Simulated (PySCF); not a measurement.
Compound: SiIH3.
SMILES: `[H][Si]([H])([H])I`

Computed, not measured: PySCF, PBE0-D3(BJ)/def2-SVP geometry optimisation, gas phase, def2 core potentials past Kr.

Masses are those of the commonest isotopes; rigid-rotor values at the optimised geometry. 

Task: What are A, B and C (MHz)?

Result: Ia = 6.03, Ib = 158.66, Ic = 158.66 u·Å²; 505379 MHz·u·Å²/I gives A = 83829, B = 3185, C = 3185 MHz.

Task: What kind of rotor is it?

Result: A prolate symmetric top, as the point group C3v requires two equal moments. Ray's parameter κ = (2B − A − C)/(A − C) = -1.000; −1 is the prolate and +1 the oblate limit.

Task: Where do the R-branch lines fall?

Result: The dipole of 1.30 D lies along the symmetry axis, so ΔK = 0 and J+1 ← J falls at 2B(J+1) for every K: 6.37 GHz, 12.74 GHz, 19.11 GHz, 25.48 GHz, 31.85 GHz for J = 0 to 4.

Atoms past krypton carry def2 core potentials. Stationary, but not proved a minimum. Constants of a rigid frame at the computed geometry: no zero-point averaging, no centrifugal distortion.

Time: 6.1 s wall. Hardware: an x86-64 server with one thread, on a shared host. That covers the optimisation of the geometry.
